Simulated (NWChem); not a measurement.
InHOI$_{2}$; SMILES [OH][In]([I])[I]

```xyz
5

In     0.7149     0.0093     0.0000
I     -0.5619    -2.3275     0.0000
I     -0.5649     2.3257     0.0000
O      2.7008     0.0586     0.0000
H      3.0842    -0.8276     0.0000
```
Atoms are numbered in this order, from 1.

All runs: NWChem. Medium grid unless said otherwise, to which SCAN and Minnesota functionals are sensitive. Geometry: optimised at PBE0/def2-SVP. def2 effective core potentials on In, I; no spin-orbit coupling.

Order these by “dipole (D)”, lowest first: N12/def2-SVP; LDA (Slater exchange, PW92)/def2-SVP; M05-2X/def2-SVP.

N12/def2-SVP (1.09), LDA (Slater exchange, PW92)/def2-SVP (1.16), M05-2X/def2-SVP (1.29)
